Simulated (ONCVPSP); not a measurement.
Before and after: ONCV potential for europium

| Quantity | Value |
| --- | --- |
| Element | europium (Eu) |
| Generator | ONCVPSP 4.0.1 |
| Type | optimised norm-conserving Vanderbilt (ONCV) |
| Functional | PBEsol |
| Relativity | scalar-relativistic |
| Frozen core | [Kr] 4d10 4f6 |
| Valence charge | 11 |
| Reference configuration | 5s2 5p6 5d1 6s2 |
| Partial waves | 5s+6s: rc 2.40 bohr, ncon 4, nbas 8, qcut 5.7 1/bohr, 2 projectors; 5p: rc 2.15 bohr, ncon 4, nbas 8, qcut 7.2 1/bohr, 2 projectors, debl 1.6 Ha; 5d: rc 2.25 bohr, ncon 4, nbas 7, qcut 4.8 1/bohr, 2 projectors, debl 0.3 Ha |
| Local potential | polynomial inside 2.05 bohr (lpopt 1, dvloc0 1 Ha) |
| Core correction | Teter function, fcfact 5.75, rcfact 1.6 |

Change: local potential polynomial inside 2.05 bohr (lpopt 1, dvloc0 2 Ha).

Cutoffs: the cutoffs (Ha) at which the residual kinetic energy of the hardest occupied pseudo-wave falls to 1 and 0.1 mHa per electron; they do not see the model core or the augmentation charge, which bear on the density cutoff. Errors are all-electron minus pseudo energies relative to the spin-unpolarised reference configuration.

What does the change do?

The potential gets neither clearly harder nor softer (14 Ha and 18 Ha → 14 Ha and 18 Ha); the errors of the 3 common tests hardly move; the range in which the d phases agree widens (upper end 2.7 → at the end of the scan); neither file shows a bound ghost.

| quantity | base | changed |
| --- | --- | --- |
| cutoff, loose | 14 Ha | 14 Ha |
| cutoff, tight | 18 Ha | 18 Ha |
| bound ghosts | none | none |
| GHOST(+) flags under 300 eV | none | none |
| tests counted as reliable (solved cleanly; for ONCVPSP, near-neutral configurations with less than one 5d electron left out) | 3 of 4 | 3 of 4 |
| error for 5s2 5p6 5d1 6s1, meV [ΔE 6.58 eV] | -3.1 | -3.1 |
| error for 5s2 5p6 5d1 6s0, meV [ΔE 18.46 eV] | -9.1 | -9.1 |
| error for 5s2 5p6 5d1 6s0 6p2, meV [ΔE 5.77 eV] | -5.5 | -5.6 |
| s: phases at 2.44 bohr within 0.05 rad from the reference energy up to (Ha; the scan ends near 5) | 3.7 | 3.9 |
| p: phases at 2.19 bohr within 0.05 rad from the reference energy up to (Ha; the scan ends near 5) | to the end of the scan | to the end of the scan |
| d: phases at 2.28 bohr within 0.05 rad from the reference energy up to (Ha; the scan ends near 5) | 2.7 | to the end of the scan |
| rms error of d²Exc/dni dnj with the model core, mHa | 2.76 | 2.76 |
